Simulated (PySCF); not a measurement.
Electron correlation in O⁺ (oxygen, charge +1)

[He] 2s2 2p3, high-spin 4S determinant. Computed with PySCF 2.14 in def2-TZVPPD (6s4p3d1f, 40 functions), with the non-relativistic Hamiltonian (point nucleus). Frozen: 1s2; 5 electrons correlated.

MP2 pair energies summed by pair of shells (mhartree):

```json
{"pair": "2s-2p", "energy": "-63.37", "share (%)": "65.8"}
{"pair": "2p-2p", "energy": "-23.12", "share (%)": "24.0"}
{"pair": "2s-2s", "energy": "-9.81", "share (%)": "10.2"}
```

Total MP2 correlation energy: -96.30 mhartree.

Same-spin part -28.42 and opposite-spin part -67.88 mhartree; SCS-MP2 scales them by 1/3 and 6/5 to -90.93 mhartree.
